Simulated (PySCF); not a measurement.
**Working out the excitation energy of F**

F [He] 2s2 2p5 (2P) → F [He] 2s1 2p6 (2S). Computed with PySCF 2.14 in aug-cc-pCVTZ-DK, with scalar relativity by spin-free X2C-1e. Frozen: nothing. Energies in hartree (1 hartree = 27.21139 eV):

```
            part   F (lower)   F (upper)
             UHF  -99.493777  -98.612456
CCSD correlation   -0.277569   -0.384084
             (T)   -0.004873   -0.055480
```

**Question.** What does Hartree-Fock give?

**Answer.** (-98.612456) − (-99.493777) = 0.881321 hartree = 23.982 eV.

**Question.** What do CCSD and CCSD(T) give?

**Answer.** The CCSD correlation energies differ by -0.106515 hartree = -2.898 eV and the triples by -0.050607 hartree = -1.377 eV, so CCSD gives 21.084 eV and CCSD(T) 19.707 eV.

The upper state lies above the first ionisation limit, where it may autoionise and the basis confines it.

The coupled-cluster amplitudes are large, so a single reference is strained.
